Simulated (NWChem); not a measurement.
## CH₂I (+1) in NWChem

```xyz
4

C      0.0000     0.0000    -1.6843
I      0.0000     0.0000     0.2749
H      0.9526     0.0000    -2.2332
H     -0.9526     0.0000    -2.2332
```
Charge +1, spin multiplicity 1.

The numbers come from NWChem runs, not from measurements. The geometry was optimised at B3LYP/def2-SVP with def2 effective core potentials on I, a minimum by its harmonic frequencies.

Symmetry labels belong to the abelian group C2v used in the runs, with the axes of the coordinates shown.

Effective core potentials replace the inner electrons of I; spin-orbit coupling is left out. The spin multiplicity of the parent species was assumed, not shown to be that of its ground state. The structure started from a generated list of species.

Q: List the lowest 6 singlet excitations that TD-PBE/def2-SVPD with def2 effective core potentials on I gives, with oscillator strengths.

A: 
```csv
state,symmetry,energy (eV),wavelength (nm),f
1,a2,1.92,646,0.000
2,a1,5.11,243,0.124
3,b2,5.84,212,0.002
4,b1,5.85,212,0.001
5,a2,6.86,181,0.000
6,b2,7.45,166,0.004
```
